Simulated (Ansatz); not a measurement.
One change: `CO[SiH](F)OC` becomes `CO[SiH](F)S[SiH2]Cl`.

Ansatz, PBE0-D4/def2-TZVP geometries, multiplicity 1. Each molecule was computed in one conformer, which needn't be the lowest.

```tsv
property	`CO[SiH](F)OC`
LUMO energy (ωB97M-V/def2-TZVPP) / eV	2.68
HOMO–LUMO gap (B3LYP/def2-TZVPP) / eV	9.18
LUMO energy (PBE/def2-TZVPP) / eV	0.32
HOMO–LUMO gap (ωB97M-V/def2-TZVPP) / eV	13.67
size of the dipole moment (B3LYP/def2-TZVPP) / D	1.47
HOMO energy (ωB97M-V/def2-TZVPP) / eV	-11.00
```

Question: Give the same properties after the change, and the shifts. (Best estimate.)

Answer: Ansatz gave: 
| property | `CO[SiH](F)S[SiH2]Cl` | shift |
| --- | --- | --- |
| LUMO energy (ωB97M-V/def2-TZVPP) / eV | 1.69 | -0.99 |
| HOMO–LUMO gap (B3LYP/def2-TZVPP) / eV | 7.46 | -1.72 |
| LUMO energy (PBE/def2-TZVPP) / eV | -1.03 | -1.35 |
| HOMO–LUMO gap (ωB97M-V/def2-TZVPP) / eV | 11.93 | -1.74 |
| size of the dipole moment (B3LYP/def2-TZVPP) / D | 1.46 | -0.01 |
| HOMO energy (ωB97M-V/def2-TZVPP) / eV | -10.24 | 0.76 |

With PBE0 the HOMO rises by 0.51 eV and the LUMO falls by 1.32 eV, so the gap narrows by about 1.83 eV. PBE moves the HOMO by 0.15 eV and ωB97M-V by 0.76 eV. Dipoles are sizes alone; their direction can turn.

B3LYP here is the variant with VWN-RPA as its local correlation; programs differ in this.
